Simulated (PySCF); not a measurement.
Computed shifts of a molecule CH9ClSi3, PBE/pcSseg-1 (PySCF), GIAO, gas phase, equivalent atoms averaged, in ppm (number of nuclei): ¹³C: 7.1 (1). ²⁹Si: 23.1 (1), -103.0 (2). ¹H: 3.97 (6), 1.09 (3). References: ¹³C against TMS (σ = 182.0 ppm); ²⁹Si against TMS (σ = 335.4 ppm); ³⁵Cl against HCl (σ = 936.5 ppm); ¹H against TMS (σ = 31.49 ppm), references at their B3LYP-D3(BJ)/def2-TZVP geometries, non-relativistic (without spin–orbit terms, shifts of atoms bonded to Cl or Br come out too high). The structure is a stationary point at PBE0-D3(BJ)/def2-SVP. Other conformers were not sampled.

Problem. Which molecule gave these data?
A) C[Si]([SiH3])([SiH3])Cl
B) C[SiH2][Si@H]([SiH3])Cl
C) C[SiH2][SiH2][SiH2]Cl
D) [SiH3]C([SiH3])[SiH2]Cl

Solution. A, C[Si]([SiH3])([SiH3])Cl
